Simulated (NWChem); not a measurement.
# C$_{4}$H$_{7}$Cl; SMILES CC(C)=CCl

All runs: NWChem. Geometry: optimised at PBE0/def2-SVP. No frequency run checked for a minimum. Level: M06-2X/def2-SVP with COSMO at NWChem's default radii, gas-phase geometry; the question gives the dielectric constant.

Q: Predict the results for dielectric constant 1.5. Quantities: electrostatic solvation energy (kcal/mol); dipole in solution (D).

A: 
| Item | Value |
|---|---|
| electrostatic solvation energy (kcal/mol) | -0.7 |
| dipole in solution (D) | 2.06 |
